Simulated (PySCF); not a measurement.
# I⁴⁺: fine-structure interval

I⁴⁺ [Kr] 4d10 5s2 5p1 [5p1/2^1, M_J = 1/2] → I⁴⁺ [Kr] 4d10 5s2 5p1 [5p3/2^1, M_J = 3/2], as a difference of total energies. Calculation: PySCF 2.14, in x2c-TZVPall-2c; the two-component X2C-1e Hamiltonian. Correlated levels: [Ar] 3d10 frozen; the 6 highest virtual spinors dropped. "Screened" scales the spin-orbit matrix elements by Boettger's factors to mimic the two-electron term; Breit and QED terms are absent.

```tsv
method	fine-structure interval (cm⁻¹)
GHF (screened spin-orbit)	13199
GMP2 (screened spin-orbit)	12202
GHF (bare spin-orbit)	13689
```
